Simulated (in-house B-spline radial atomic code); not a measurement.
Removal energies of one electron outside the [Ar] 3d10 4s2 4p6 core along the 37-electron series, with the parts due to correlation (partial-wave tail included) and to Breit and QED terms, both contained in the total; recoil is left out. Computed with an all-electron radial atomic-structure program (B-spline basis): frozen-core Dirac-Hartree-Fock with a screened correlation potential.

| ion | Z | removal energy of 4d3/2 (eV) | correlation part of 4d3/2 (eV) | Breit and QED part of 4d3/2 (eV) | removal energy of 4d5/2 (eV) | correlation part of 4d5/2 (eV) | Breit and QED part of 4d5/2 (eV) |
| --- | --- | --- | --- | --- | --- | --- | --- |
| Yb33+ | 70 | 1325.92 | 2.8565 | -0.68221 | 1311.87 | 2.7805 | -0.39847 |
| Lu34+ | 71 | ? | ? | ? | ? | ? | ? |
| Hf35+ | 72 | 1469.33 | 2.8973 | -0.79846 | 1452.88 | 2.8153 | -0.47625 |
| Ta36+ | 73 | 1543.74 | 2.9169 | -0.86101 | 1525.97 | 2.8318 | -0.51833 |
| W37+ | 74 | 1619.95 | 2.9361 | -0.92663 | 1600.79 | 2.8477 | -0.56259 |
| Re38+ | 75 | 1697.96 | 2.9547 | -0.99537 | 1677.33 | 2.863 | -0.60908 |
| Os39+ | 76 | 1777.78 | 2.973 | -1.0673 | 1755.6 | 2.8778 | -0.65785 |
| Ir40+ | 77 | ? | ? | ? | ? | ? | ? |
| Pt41+ | 78 | ? | ? | ? | ? | ? | ? |
| Au42+ | 79 | 2028.13 | 3.0252 | -1.3031 | 2000.77 | 2.9191 | -0.81844 |
| Hg43+ | 80 | 2115.23 | 3.0418 | -1.3886 | 2085.95 | 2.9318 | -0.87689 |
| Tl44+ | 81 | 2204.15 | 3.0581 | -1.4777 | 2172.87 | 2.9441 | -0.93787 |

Question: Fill in the row of Lu34+.

Answer: removal energy of 4d3/2 (eV): 1396.73; correlation part of 4d3/2 (eV): 2.8772; Breit and QED part of 4d3/2 (eV): -0.73888; removal energy of 4d5/2 (eV): 1381.51; correlation part of 4d5/2 (eV): 2.7983; Breit and QED part of 4d5/2 (eV): -0.43633.

Question: Fill in the row of Ir40+.

Answer: removal energy of 4d3/2 (eV): 1859.41; correlation part of 4d3/2 (eV): 2.9908; Breit and QED part of 4d3/2 (eV): -1.1425; removal energy of 4d5/2 (eV): 1835.6; correlation part of 4d5/2 (eV): 2.8921; Breit and QED part of 4d5/2 (eV): -0.70898.

Question: Fill in the row of Pt41+.

Answer: removal energy of 4d3/2 (eV): 1942.86; correlation part of 4d3/2 (eV): 3.0082; Breit and QED part of 4d3/2 (eV): -1.2211; removal energy of 4d5/2 (eV): 1917.32; correlation part of 4d5/2 (eV): 2.9058; Breit and QED part of 4d5/2 (eV): -0.76249.
